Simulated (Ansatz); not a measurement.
Molecule: sum formula H3SiO3 (charge 0, doublet). It need not be the lowest isomer of its formula. SMILES: [O][SiH](O)O
Structure (B3LYP-D3(BJ)/def2-TZVP (Ansatz, a quantum-chemistry and plane-wave program) minimum search):
```xyz
7

Si    -0.0541     0.0028     0.2710
O     -0.7428     1.4707    -0.0628
O     -0.7063    -1.2699    -0.5091
O      1.5332    -0.1201    -0.0733
H     -0.3573     0.0409     1.7283
H     -1.6641    -1.3307    -0.5468
H      2.1066     0.6051     0.1870
```
Charge 0, spin multiplicity 2.

Property: atomisation energy (electronic, to ground-state atoms), in kcal/mol. Correlated levels leave the core frozen unless marked. UHF or UKS for open shells. No spin-orbit coupling. No relativistic terms. The coupled-cluster limit lacks core correlation, which all-electron functionals hold. CBS marks a two-point X^-3 extrapolation of the correlation energy; Hartree-Fock from the larger set (for Q and 5 zeta extrapolated as (X+1)exp(-9√X)).

```json
[
 {"level": "HF/cc-pV(D+d)Z", "program": "Ansatz", "atomisation energy (kcal/mol)": "406.0"},
 {"level": "HF/aug-cc-pV(T+d)Z", "program": "Ansatz", "atomisation energy (kcal/mol)": "435.0"}
]
```

Predict the CCSD(T)/CBS(cc-pV(Q+d)Z,cc-pV(5+d)Z) result (Ansatz).

628.1 kcal/mol, so HF/aug-cc-pV(T+d)Z differs from it by -193.1 kcal/mol.
